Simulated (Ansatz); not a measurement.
WF₆. Charge 0, multiplicity 1. Geometry PBE-D4/def2-SVP, basis def2-TZVP, Ansatz.

```csv
atom,x (Å),y (Å),z (Å)
W1,0.000,0.000,0.000
F2,-1.691,-0.242,0.739
F3,1.691,0.242,-0.739
F4,0.091,1.694,0.764
F5,-0.091,-1.694,-0.764
F6,-0.773,0.730,-1.527
F7,0.773,-0.731,1.527
```

```csv
run,HOMO (eV),LUMO (eV)
A,-11.22,-5.54
B,-12.79,-4.94
C,-10.65,-5.41
D,-10.55,-5.30
E,-13.21,-5.02
```

In the def2 sets W takes a core potential; there is no spin–orbit coupling.

Task: The runs used PBE, PBE0, r2SCAN, r2SCAN0, revPBE. Estimate which is which.

Result: A r2SCAN (0 % exact exchange); B PBE0 (25 % exact exchange); C PBE (0 % exact exchange); D revPBE (0 % exact exchange); E r2SCAN0 (25 % exact exchange). Exact exchange lowers occupied and raises empty levels; among semilocal functionals meta-GGAs tend to open the gap a little, and such runs are hard to tell apart. The gap grows from 5.24 eV (PBE) to 8.19 eV (r2SCAN0).
